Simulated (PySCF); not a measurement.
**Radial density of Co²⁺ (cobalt, charge +2)**

M06-L, [Ar] 3d7, high-spin 4F determinant. All numbers are calculated (PySCF 2.14, no relativity, point nucleus, in pcseg-2).

| r (bohr) | 4πr²ρ (e/bohr) | 4πr²(ρα − ρβ) |
| --- | --- | --- |
| 0.00110 | 0.1925 | 0.0000 |
| 0.00185 | 0.5232 | 0.0000 |
| 0.00312 | 1.382 | 0.0001 |
| 0.00525 | 3.487 | 0.0001 |
| 0.00883 | 8.131 | 0.0003 |
| 0.0148 | 16.64 | 0.0006 |
| 0.0250 | 27.45 | 0.0012 |
| 0.0420 | 32.36 | 0.0026 |
| 0.0707 | 26.74 | 0.0108 |
| 0.119 | 29.26 | 0.0620 |
| 0.200 | 35.77 | 0.3569 |
| 0.336 | 17.94 | 1.4665 |
| 0.566 | 17.57 | 2.9896 |
| 0.951 | 13.04 | 2.3766 |
| 1.60 | 2.666 | 0.6998 |
| 2.69 | 0.2050 | 0.0502 |
| 4.53 | 0.002710 | -0.0001 |
